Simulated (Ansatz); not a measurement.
# Ligand exchange: CH3Br + InH2(OH) → CH4O + InH2Br

Species: CH3Br (bromomethane) `CBr`, singlet; InH2(OH), singlet; CH4O (methanol) `CO`, singlet; InH2Br `[Br][InH2]`, singlet. The partners trade Br for OH: C–Br and In–OH bonds give way to C–OH and In–Br.

Shapes, held fixed at every level: PBE0-D4/def2-TZVP. Programs: Ansatz 0.2.0. The zero-point and thermal change to 298 K, harmonic and unscaled (PBE0-D4/def2-TZVP), is +5.4 kJ/mol.

(1) Estimate ΔH(298 K) of this reaction.

Answers

(1) The highest level, CCSD(T)/def2-TZVPP, gives ΔH(298 K) = -59.6 kJ/mol; the levels span -92.9 to -59.6. The column of differences is taken from that level and isn't an error. No measured value is set beside it here. For atoms past krypton def2 sets carry core potentials with scalar relativity. Relativity is left out for Br unless named. Correlated rows may include outer-core shells of Br, In, which these sets cover unevenly.

```csv
level,kind,ΔH(298 K) (kJ/mol),less CCSD(T)/def2-TZVPP
HF/def2-TZVPP,Hartree–Fock,-92.9,-33.3
r2SCAN-D4/def2-TZVPP,meta-GGA,-63.6,-4.0
BHLYP-D4/def2-TZVPP,global hybrid,-77.8,-18.2
PBE0-D4/def2-TZVPP,global hybrid,-70.1,-10.5
r2SCAN0-D4/def2-TZVPP,global hybrid,-72.9,-13.3
wB97X-V/def2-TZVPP,range-separated hybrid,-65.5,-5.9
MP2/def2-SVP,perturbation theory,-80.4,-20.8
CCSD(T)/def2-TZVPP,coupled cluster or CI,-59.6,0.0
```
